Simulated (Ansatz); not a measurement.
`[CH3][V]([OH])(=[S])[Cl]`. Total charge 0; spin multiplicity 1. Correlated methods include outer-core shells of V, which these sets cover unevenly. Scalar relativity is left out up to krypton.

```xyz
9

C     0.605    0.220   -1.113
V    -0.046   -0.258    0.711
O    -1.439    0.743    0.979
S    -0.533   -2.181    0.539
Cl    1.593    0.065    2.061
H     0.855    1.284   -1.037
H     1.489   -0.375   -1.344
H    -0.175    0.057   -1.857
H    -2.349    0.445    1.061
```

**Question.** Give the diagnostics of a CCSD(T)/def2-TZVPP run (frozen core, Ansatz 0.2.0). (An estimate is asked.)

**Answer.** The calculation gave: T1 = 0.0403, largest single amplitude 0.116, largest double 0.049, (T) share of the correlation energy 6.8 %, 18 CCSD cycles. The RHF solution is unstable towards an unrestricted one. T1 lies over the customary mark of 0.02 for closed shells; compounds of d metals often pass it without a breakdown.
